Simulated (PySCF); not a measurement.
## Distorted geometries of [ReH6]+

[ReH6]+ (singlet). PySCF 2.14.0, RKS BP86, Re def2-SVP with ECP60, H def2-SVP; non-relativistic Hamiltonian with scalar-relativistic core potentials where named; density fitting; no spin-orbit coupling. Relaxed geometry:

```xyz
7

Re   -0.3972    0.4004   -0.4086
H    -0.0769    0.0782    1.1349
H     0.4967   -0.4941   -1.4299
H     1.1423    0.0722   -0.0751
H     0.4918    1.4288    0.4822
H    -1.4279   -0.4872    0.4807
H    -0.0727   -1.1404   -0.0771
```

Task: Order these distorted geometries by energy above the relaxed one, lowest first.
A.
```xyz
7

Re   -0.3945    0.4212   -0.4599
H    -0.0685    0.1049    1.1660
H     0.5015   -0.4824   -1.4232
H     1.1474    0.0382   -0.1189
H     0.4935    1.3900    0.4933
H    -1.4325   -0.4854    0.4896
H    -0.0908   -1.1288   -0.0397
```
B.
```xyz
7

Re   -0.3783    0.4415   -0.3992
H    -0.0340    0.0337    1.1842
H     0.4813   -0.4492   -1.4230
H     1.1142    0.0280   -0.1051
H     0.4776    1.4393    0.5132
H    -1.4298   -0.5036    0.4449
H    -0.0749   -1.1319   -0.1078
```
C.
```xyz
7

Re   -0.3444    0.3618   -0.3861
H    -0.1164    0.1280    1.1094
H     0.4814   -0.4589   -1.5204
H     1.0283    0.0754   -0.1081
H     0.5024    1.4540    0.5411
H    -1.4152   -0.4901    0.5012
H     0.0199   -1.2123   -0.0300
```

Result: B (0.08 eV), A (0.12 eV), C (0.60 eV).

Task: Which forces (eV/Å) act in the one that lies 0.60 eV up?

Result: 
```
Re  -5.94  2.03 -2.60
H    0.75 -0.70  1.64
H    0.36 -0.32  0.37
H    4.87 -1.13  1.21
H   -0.12 -0.47 -0.44
H    0.19 -0.16 -0.08
H   -0.11  0.77 -0.09
```
Forces carry noise of the integration grid, about 0.01 to 0.03 eV/Å.
